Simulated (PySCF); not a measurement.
Work out the structure from these simulated measurements.

Formula: C6H13NO.

| Quantity | Value |
| --- | --- |
| Valence photoelectron | vertical ionisation energy: 9.42 eV [ΔSCF CAM-B3LYP/def2-SVPD] |
| Dipole | 3.72 D [CAM-B3LYP/def2-SVPD] |
| Triplet | lowest triplet excitation (Tamm–Dancoff): 5.31 eV [TDA CAM-B3LYP/def2-SVPD] |
| UV, strongest line | among the 10 lowest singlet transitions: S4 at 7.22 eV (172 nm, f = 0.202) [TDDFT CAM-B3LYP/def2-SVPD] |
| UV, first state | lowest singlet excitation: 5.79 eV (214 nm, f = 0.001) [TDDFT CAM-B3LYP/def2-SVPD] |
| Rotational structure | rotational constants A, B, C: 3.467, 0.993, 0.925 GHz [PBE0-D3(BJ)/def2-SVP] |
| Polarisability | 85.6 au [CAM-B3LYP/def2-SVPD] |
| XPS | C1s 290.4, C1s 290.5, C1s 290.5, C1s 291.0, C1s 291.5, C1s 293.4, N1s 405.5, O1s 536.6 eV [ΔSCF SCAN, pcX-2 on the ionised atom, pcseg-1 elsewhere, spin-free X2C] |

The electronic properties come from PySCF, for the isolated species, density fitting. Levels stand in brackets. Isolated species at its PBE0-D3(BJ)/def2-SVP geometry (one conformer only).

Q: Propose a structure and show how it fits.

A: Numbering: `[CH3:1][CH2:2][CH2:3][CH2:4][NH:5][C:6]([CH3:7])=[O:8]`. Its formula, C6H13NO, gives 1 degree of unsaturation: 0 rings and 1 π bond in the structure found. The core levels belong to: C1s 290.4 eV, chain CH2 carbon [C2]; C1s 290.5 eV, chain CH2 carbon [C3]; C1s 290.5 eV, methyl carbon [C1]; C1s 291.0 eV, methyl carbon next to a carbonyl [C7]; C1s 291.5 eV, sp3 carbon bound to nitrogen [C4]; C1s 293.4 eV, amide carbonyl carbon [C6]; N1s 405.5 eV, amide nitrogen [N5]; O1s 536.6 eV, amide oxygen [O8]. The first electron is taken from the HOMO, whose largest Löwdin shares are 0.39 on the amide nitrogen, 0.29 on the amide oxygen, 0.08 on the amide carbonyl carbon and 0.07 on the sp3 carbon bound to nitrogen. The optimised geometry has point group C1 and is an asymmetric top. Structure: `CCCCNC(C)=O`. Computed isomers that give other values at the same levels: `CC(=O)NC(C)(C)C` (rotational constant A: 3.308 GHz; this holds for the one conformer computed); `CN1CCC(O)CC1` (rotational constant A: 4.443 GHz; this holds for the one conformer computed); `CO/C=C(/C)[C@@H](C)N` (rotational constant A: 3.059 GHz; this holds for the one conformer computed). The assignments are read from this structure; whether some other isomer fits the data as well wasn't checked.

Conformer computed: `[CH3:1][CH2:2][CH2:3][CH2:4][NH:5][C:6]([CH3:7])=[O:8]`: C1–C2–C3–C4 -179°, C2–C3–C4–N5 62°, C3–C4–N5–C6 -110°, C4–N5–C6–C7 176°.
